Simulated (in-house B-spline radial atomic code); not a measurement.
The numbers below are computed, except where a source is named.
**Kr in an electron gas of r_s = 1.8: phase shifts, screening and friction**

A nucleus sits in a uniform electron gas with a rigid positive background. The Kohn-Sham equations are solved self-consistently in the spin-unpolarised LDA (PW92), non-relativistic, on B-splines with outgoing waves at the boundary and partial waves to l = 8. The model has no lattice, no bands and no magnetic solution. Atomic units; δ_l are the phase shifts at the Fermi level, counted so that each bound state adds π, and good to about 0.0005.

The density parameter is r_s = 1.8 bohr.

```tsv
l	δ_l (rad)
0	10.7261
1	8.2250
2	4.0107
3	0.1176
4	0.0220
5	0.0050
6	0.0011
7	0.0004
8	0.0001
```

Bound levels below the band bottom (hartree): s -8.934, p -6.705, d -2.692, s -0.5035, p -0.06199 and deeper ones.

Check the Friedel sum rule, and say where the screening charge sits.

k_F = (9π/4)^(1/3)/r_s = 1.06620. The rule is Z = (2/π) Σ (2l + 1) δ_l. The terms are s 6.828, p 15.709, d 12.766, f 0.524 and 0.175 beyond, in all 36.003 against Z = 36. Bound states hold 8 s, 18 p, 10 d electrons, so the scattering states carry 0.00 in all; where a term is smaller than its bound count, the bound level has drawn weight out of the band.

Find the transport cross section and the electronic stopping of a 2 keV Kr ion (mass 83.8 u).

σ_tr = (4π/k_F²) Σ (l + 1) sin²(δ_l − δ_(l+1)). The terms for l = 0 to 3 are 0.3571, 1.5435, 1.3984, 0.0364, all together 3.3370, so σ_tr = 11.054 × 3.3370 = 36.889 bohr². With n = 3/(4π r_s³) = 0.04093, the friction coefficient is Q = n k_F σ_tr = 1.6100. For v well below v_F = 1.066, dE/dx = Q v; with 24801 eV per u at v = 1, v = √(2000/(24801 × 83.8)) = 0.0310, so dE/dx = 0.04994 hartree/bohr = 25.7 eV/nm. The largest term couples the p and d waves.
